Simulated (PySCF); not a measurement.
Si(F)(Me)2(SH) (C2H7FSSi), SMILES C[Si](C)(S)F.

Geometry optimised at B3LYP-D3(BJ)/def2-SVP. The values are those of a single conformer.

Two levels are set side by side: PBE/def2-TZVP (PySCF) and r2SCAN/def2-TZVP (PySCF). Same geometry, gas phase. Differences are taken from unrounded values.

```json
[
 {"quantity": "orbital gap (eV)", "r2SCAN": "6.14", "PBE": "5.47", "PBE minus r2SCAN": "-0.67"},
 {"quantity": "highest occupied level (eV)", "r2SCAN": "-6.42", "PBE": "-6.14", "PBE minus r2SCAN": "0.29"},
 {"quantity": "lowest empty level (eV)", "r2SCAN": "-0.28", "PBE": "-0.67", "PBE minus r2SCAN": "-0.38"},
 {"quantity": "dipole moment (D)", "r2SCAN": "2.85", "PBE": "2.76", "PBE minus r2SCAN": "-0.09"},
 {"quantity": "mean polarisability (bohr³)", "r2SCAN": "67.5", "PBE": "69.5", "PBE minus r2SCAN": "2.0"}
]
```

Rough cost on one machine, each run with all the roots and properties that it gave: r2SCAN against PBE about 4 times.
